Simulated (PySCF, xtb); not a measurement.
C₅H₇F, SMILES C=C(C)C(F)=C.

GFN2-xTB (xtb) at its own geometry gives an orbital gap of 3.77 eV and a dipole moment of 2.34 D.

Geometry: PBE0-D3(BJ)/def2-SVP. One conformer was computed; it need not be the lowest.

Q: What does PBE/def2-TZVP in PySCF give? (An estimate is asked for; the answer gives what the named calculation found.)

A: gap 3.94 eV (levels -5.86 and -1.92 eV), dipole 1.49 D.
